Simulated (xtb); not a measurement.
Cl6W, charge -1, doublet, from a rough starting geometry (GFN-xTB shapes and energies of metal compounds can be far from the true ones) (the multiplicity is a formal guess); xtb with GFN2-xTB.

Here is a job for xtb.
```
$ xtb mol.xyz --gfn 2 --chrg -1 --uhf 1 --opt vtight --json

# file mol.xyz
7

W      0.01946642    -0.01850833     0.02431120
Cl     2.06083778     0.88536959    -0.67874391
Cl     0.67427682     0.08096654     2.21173341
Cl    -0.63693066    -0.10184784    -2.19318260
Cl    -1.99870610    -0.88655412     0.67709105
Cl    -0.85100622     2.12994124     0.12573259
Cl     0.82872754    -2.15110317    -0.12087053
```

The log (banner, timings and long lists left out):

```
   ID    Z sym.   atoms
    1   74 W      1
    2   17 Cl     2-7

           -------------------------------------------------
          |                Calculation Setup                |
           -------------------------------------------------

           -------------------------------------------------
          |                 G F N 2 - x T B                 |
           -------------------------------------------------

          ...................................................
          :                      SETUP                      :
          :.................................................:
          :  # basis functions                  70          :
          :  # atomic orbitals                  63          :
          :  # shells                           21          :
          :  # electrons                        49          :
          :  max. iterations                   250          :
          :  Hamiltonian                  GFN2-xTB          :
          :  restarted?                      false          :
          :  GBSA solvation                  false          :
          :  PC potential                    false          :
          :  electronic temp.          300.0000000     K    :
          :  accuracy                    1.0000000          :
          :  -> integral cutoff          0.2500000E+02      :
          :  -> integral neglect         0.1000000E-07      :
          :  -> SCF convergence          0.1000000E-05 Eh   :
          :  -> wf. convergence          0.1000000E-03 e    :
          :  Broyden damping             0.4000000          :
          :  net charge                         -1          :
          :  unpaired electrons                  1          :
          ...................................................

 iter      E             dE          RMSdq      gap      omega  full diag
   1    -28.3214122 -0.283214E+02  0.127E+01    0.01       0.0  T
   2    -26.4601146  0.186130E+01  0.192E+01    0.09       1.0  T
   3    -29.7864603 -0.332635E+01  0.135E+01    0.02       1.0  T
   4    -30.0247508 -0.238291E+00  0.781E+00    0.03       1.0  T
   5    -30.0565379 -0.317871E-01  0.872E+00    0.07       1.0  T
   6    -30.2259937 -0.169456E+00  0.712E+00    0.07       1.0  T
   7    -30.2912418 -0.652481E-01  0.484E+00    0.03       1.0  T
   8    -30.2717807  0.194611E-01  0.991E+00    0.12       1.0  T
   9    -30.3089661 -0.371854E-01  0.769E+00    0.05       1.0  T
  10    -30.3280070 -0.190409E-01  0.571E+00    0.03       1.0  T
  11    -30.3625151 -0.345081E-01  0.109E+00    0.01       1.0  T
  12    -30.3609920  0.152316E-02  0.223E+00    0.01       1.0  T
  13    -30.3583264  0.266562E-02  0.273E+00    0.02       1.0  T
  14    -30.3627855 -0.445915E-02  0.169E+00    0.00       1.0  T
  15    -30.3653165 -0.253102E-02  0.143E-01    0.00       1.0  T
  16    -30.3653123  0.419705E-05  0.161E-01    0.00       1.0  T
  17    -30.3653379 -0.255765E-04  0.242E-02    0.00       1.6  T
  18    -30.3653395 -0.158543E-05  0.718E-03    0.00       5.3  T
  19    -30.3653397 -0.245719E-06  0.460E-03    0.00       8.2  T
  20    -30.3653397  0.567998E-07  0.532E-03    0.00       7.1  T
  21    -30.3653396  0.812436E-07  0.119E-02    0.00       3.2  T
  22    -30.3653397 -0.150201E-06  0.280E-03    0.00      13.5  T
  23    -30.3653398 -0.133684E-07  0.111E-03    0.00      34.1  T
  24    -30.3653398 -0.240604E-09  0.101E-03    0.00      37.6  T
  25    -30.3653398 -0.999083E-09  0.220E-04    0.00     172.1  T
  26    -30.3653398 -0.547544E-10  0.180E-04    0.00     210.5  T

   *** convergence criteria satisfied after 26 iterations ***

         :::::::::::::::::::::::::::::::::::::::::::::::::::::
         ::                     SUMMARY                     ::
         :::::::::::::::::::::::::::::::::::::::::::::::::::::
         :: total energy             -30.352074608644 Eh    ::
         :: gradient norm              0.026051726008 Eh/a0 ::
[...]
 * total energy  :   -30.3539871 Eh     change       -0.1912477E-02 Eh
 * total energy  :   -30.3549161 Eh     change       -0.9289823E-03 Eh
 * total energy  :   -30.3548262 Eh     change        0.8982601E-04 Eh
 * total energy  :   -30.3549690 Eh     change       -0.1427329E-03 Eh
 * total energy  :   -30.3549667 Eh     change        0.2252796E-05 Eh
 * total energy  :   -30.3549692 Eh     change       -0.2429034E-05 Eh
 * total energy  :   -30.3549670 Eh     change        0.2188352E-05 Eh
 * total energy  :   -30.3549696 Eh     change       -0.2587373E-05 Eh
 * total energy  :   -30.3549693 Eh     change        0.2250686E-06 Eh
 * total energy  :   -30.3549696 Eh     change       -0.2452801E-06 Eh
 * total energy  :   -30.3549696 Eh     change        0.1983953E-08 Eh
 * total energy  :   -30.3549696 Eh     change       -0.2448520E-08 Eh
   *** GEOMETRY OPTIMIZATION CONVERGED AFTER 13 ITERATIONS ***
         :: total energy             -30.354969571359 Eh    ::
[...]
        19        2.0000           -0.3105845              -8.4514
        20        2.0000           -0.3105839              -8.4514
        21        2.0000           -0.3105836              -8.4514
        22        2.0000           -0.3103950              -8.4463
        23        2.0000           -0.3103943              -8.4463
        24        2.0000           -0.3103943              -8.4463
        25        0.3334           -0.2311132              -6.2889 (HOMO)
        26        0.3333           -0.2311131              -6.2889 (LUMO)
        27        0.3333           -0.2311130              -6.2889
        28                         -0.0546356              -1.4867
        29                         -0.0546320              -1.4866
        30                          0.1334786               3.6321
        31                          0.1466884               3.9916
        32                          0.1466885               3.9916
        33                          0.1466885               3.9916
        34                          0.1471916               4.0053
        35                          0.1471918               4.0053
        36                          0.1471918               4.0053
       ...                                ...                  ...
        63                          1.4033568              38.1873
      -------------------------------------------------------------
                  HL-Gap            0.0000001 Eh            0.0000 eV
             Fermi-level           -0.2512627 Eh           -6.8372 eV

     #   Z          covCN         q      C6AA      α(0)
     1  74 W        5.131     0.786   426.189    45.532
     2  17 Cl       0.867    -0.298   108.631    15.945
     3  17 Cl       0.867    -0.298   108.630    15.945
     4  17 Cl       0.867    -0.298   108.630    15.945
     5  17 Cl       0.867    -0.298   108.630    15.945
     6  17 Cl       0.867    -0.298   108.630    15.945
     7  17 Cl       0.867    -0.298   108.630    15.945

 Mol. C6AA /au·bohr⁶  :       6835.820360
 Mol. C8AA /au·bohr⁸  :     436682.799900
 Mol. α(0) /au        :        141.200794

Wiberg/Mayer (AO) data.
largest (>0.10) Wiberg bond orders for each atom

 ---------------------------------------------------------------------------
     #   Z sym  total        # sym  WBO       # sym  WBO       # sym  WBO
 ---------------------------------------------------------------------------
     1  74 W    6.017 --     5 Cl   1.003     3 Cl   1.003     6 Cl   1.003
                             7 Cl   1.003     4 Cl   1.003     2 Cl   1.003
     2  17 Cl   1.184 --     1 W    1.003
     3  17 Cl   1.184 --     1 W    1.003
     4  17 Cl   1.184 --     1 W    1.003
     5  17 Cl   1.184 --     1 W    1.003
     6  17 Cl   1.184 --     1 W    1.003
     7  17 Cl   1.184 --     1 W    1.003
 ---------------------------------------------------------------------------

Topologies differ in total number of bonds
Writing topology from bond orders to xtbtopo.mol

molecular dipole:
                 x           y           z       tot (Debye)
 q only:       -0.026       0.017      -0.012
   full:       -0.026       0.017      -0.012       0.085
molecular quadrupole (traceless):
                xx          xy          yy          xz          yz          zz
 q only:       -0.001       0.001       0.000      -0.000       0.001       0.001
  q+dip:       -0.001       0.001       0.000      -0.000       0.001       0.001
   full:       -0.001       0.001       0.000      -0.000       0.001       0.001

optimized geometry written to: xtbopt.xyz

           -------------------------------------------------
          | TOTAL ENERGY              -30.354969571359 Eh   |
          | GRADIENT NORM               0.000006691033 Eh/α |
          | HOMO-LUMO GAP               0.000003580195 eV   |
           -------------------------------------------------

normal termination of xtb
```
